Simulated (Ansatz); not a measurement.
Two structures of SiNH7O4, singlet, reached by relaxing down either side of one saddle point (PBE0-D4/def2-TZVP). Energies are electronic, without zero-point energy. Computed with Ansatz 0.2.0 (basis: def2-TZVPP and def2-QZVPP); correlated methods freeze the cores. Extrapolation: Hartree–Fock as exp(−7.88 √X), correlation as X^−2.97. First:

```xyz
13
angstrom
Si -0.2010 -0.1404 0.2076
O -0.9729 1.3185 -0.0472
O -0.4227 -1.3752 -0.8821
O -1.2550 -0.8119 1.3731
O 1.2042 -0.0923 1.1087
H 1.4464 1.4534 -0.9512
N 1.0359 0.5764 -1.2477
H -1.8328 1.3449 0.3741
H -1.0319 -2.0292 -0.5333
H -1.3616 -0.3124 2.1826
H 1.1117 -0.5629 1.9379
H 0.5064 0.7257 -2.0977
H 1.7733 -0.0946 -1.4248
```

Second:

| atom | x (Å) | y (Å) | z (Å) |
| --- | --- | --- | --- |
| Si1 | 0.0218 | -0.8965 | -0.1154 |
| O2 | -0.3041 | 1.9181 | 0.9894 |
| O3 | 0.2078 | -2.3807 | -0.7548 |
| O4 | -1.5498 | -0.6876 | 0.2768 |
| O5 | 1.0348 | -0.7430 | 1.1568 |
| H6 | 0.0048 | 1.7276 | 0.0809 |
| N7 | 0.4395 | 0.3313 | -1.2613 |
| H8 | -0.3216 | 2.8710 | 1.0920 |
| H9 | 0.0013 | -3.1292 | -0.1932 |
| H10 | -1.7228 | 0.1487 | 0.7228 |
| H11 | 0.9271 | 0.0876 | 1.6325 |
| H12 | -0.1483 | 0.3918 | -2.0814 |
| H13 | 1.4093 | 0.3609 | -1.5449 |

Question: Which bonds change from the first to the second?

Answer: SiH₄O₄ ([OH][Si]([OH])([OH])[OH]) + NH₃ → SiNH₅O₃ ([NH2][Si]([OH])([OH])[OH]) + H₂O; bonds formed: O2–H6; dative contacts that become bonds: Si1–N7; bonds broken: Si1–O2, H6–N7.

Question: Give the saddle point's structure and its height above each. (To be estimated.)

Answer: The calculation gives: 1.469 eV above the first and 1.157 eV above the second (CCSD(T) at an estimated basis limit (MP2 extrapolated from triple and quadruple zeta, plus CCSD(T) − MP2 in triple zeta)).
```xyz
13
angstrom
Si -0.0397 -0.5851 0.1255
O -0.0350 1.5330 0.7892
O 0.1632 -1.9845 -0.7269
O -1.6551 -0.6017 0.3945
O 1.0649 -0.6985 1.3184
H 0.3434 1.3944 -0.5475
N 0.5107 0.5138 -1.2480
H -0.7483 2.1223 1.0386
H -0.1052 -2.7909 -0.2858
H -1.9397 0.1344 0.9387
H 1.0728 0.1374 1.8017
H -0.0977 0.4796 -2.0569
H 1.4658 0.3459 -1.5414
```

The T1 diagnostic stays at or below 0.012.

Labels in which every atom is bracketed show which atoms are joined, not bond orders.

For scale, one of the runs: CCSD(T)/def2-TZVPP, 295 basis functions, launched by `ansatz run in.yaml --threads 8 --pin off --events-out ev --progress --plain --max-ram 19148MiB`. Hardware: 8 CPU threads of an Intel Xeon, shared host. Wall time 4.5 min; peak host memory 10 GiB.
